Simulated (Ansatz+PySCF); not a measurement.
Results of a calculation; reference values are marked as such.
## C2H2 + H2 → C2H4

C2H2 (charge 0, multiplicity 1):
```yaml
atoms:
  - { symbol: C, position_ang: [0.0000, 0.0000, -0.6043] }
  - { symbol: C, position_ang: [0.0000, 0.0000, 0.6043] }
  - { symbol: H, position_ang: [0.0000, 0.0000, -1.6792] }
  - { symbol: H, position_ang: [0.0000, 0.0000, 1.6792] }
```

H2 (charge 0, multiplicity 1):
| atom | x (Å) | y (Å) | z (Å) |
| --- | --- | --- | --- |
| H | 0.0000 | 0.0000 | -0.3804 |
| H | 0.0000 | 0.0000 | 0.3804 |

C2H4 (charge 0, multiplicity 1):
```xyz
6

C     0.0000    0.0000   -0.6653
C     0.0000    0.0000    0.6653
H     0.0000   -0.9311   -1.2403
H     0.0000    0.9311   -1.2403
H     0.0000   -0.9311    1.2403
H     0.0000    0.9311    1.2403
```

Shapes relaxed with PBE0/def2-SVP. Single points in def2-SVP with Ansatz (development build ahead of 0.2.0), no zero-point energy. Correlated methods freeze no orbital on H to Be, one on B to Mg, five on Al to Zn, nine on Ga to Sr.

```tsv
method	reaction energy
CCSD (restricted)	-52.26 kcal/mol
CCSD(T) (restricted)	-51.45 kcal/mol
HF (restricted)	-54.63 kcal/mol
MP2 (restricted)	-49.20 kcal/mol
MP2 (unrestricted)	-49.13 kcal/mol
PBE (restricted)	-55.51 kcal/mol
r2SCAN (restricted)	-56.09 kcal/mol
wB97X (restricted)	-57.44 kcal/mol
```

Question: What does PBE0 (restricted) give?

Answer: -58.51 kcal/mol.
